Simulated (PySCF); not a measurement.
# TDDFT excited states: C5H10NP

Compound: C₅H₁₀NP.
SMILES: `CC1=CP(N)CC1`

Method: TDDFT CAM-B3LYP/def2-SVPD, vertical, gas phase, core orbitals frozen in the response (PySCF 2.14.0, density-fitted response routines). Geometry: GFN2-xTB, one conformer, isolated molecule.

```csv
state,E (eV),E (kJ/mol),λ (nm),f,"main configurations (H = HOMO, L = LUMO)"
S1,5.51,532,225.0,0.182,H→L (93%)
S2,6.18,597,200.5,0.015,H→L+1 (82%)
S3,6.23,601,199.0,0.013,H-1→L (83%)
S4,6.40,617,193.8,0.030,"H→L+2 (69%), H→L+3 (11%)"
S5,6.94,669,178.7,0.022,"H→L+3 (63%), H→L+5 (12%)"
S6,7.15,690,173.4,0.075,"H-1→L+3 (33%), H-1→L+2 (18%), H-1→L+1 (17%)"
S7,7.21,695,172.0,0.029,"H-2→L (32%), H-1→L+1 (26%), H→L+4 (8%)"
S8,7.27,701,170.7,0.035,"H-2→L (24%), H-1→L+2 (24%), H-1→L+1 (11%)"
```

Triplets (Tamm–Dancoff): T1 4.08 eV, H→L (67%), H-2→L (12%); T2 5.21 eV, H-1→L (20%), H-2→L (17%), H→L (16%); T3 5.39 eV, H→L+2 (37%), H-1→L (10%), H→L+5 (9%).

The lowest singlet lies at 5.51 eV (225 nm, ultraviolet) and is strong; its leading configuration is HOMO→LUMO (93%). The lowest level is also the most intense of those listed (f = 0.182). Löwdin shares by element: HOMO phosphorus 42%, carbon 26% or more, nitrogen 11% (atoms not listed hold the other 21%); LUMO carbon 40% or more, phosphorus 14%, nitrogen 8% (atoms not listed hold the other 37%). Orbital energies (eV): HOMO-3 -10.85, HOMO-2 -9.27, HOMO-1 -8.59, HOMO -7.49, LUMO 1.04, LUMO+1 1.30, LUMO+2 1.91. The oscillator strengths of these states sum to 0.400; summed over the whole spectrum of an exact calculation they would give the number of electrons, 62 (Thomas–Reiche–Kuhn). Weighted by f, the mean energy of these states is 6.29 eV. Singlets were solved by full linear response, triplets in the Tamm–Dancoff approximation.

On one thread, Arm Neoverse N1 (aarch64), shared host with 64 logical CPUs at a one-minute load of 58, this took 82 s wall and 1.0 GiB of memory at its peak.
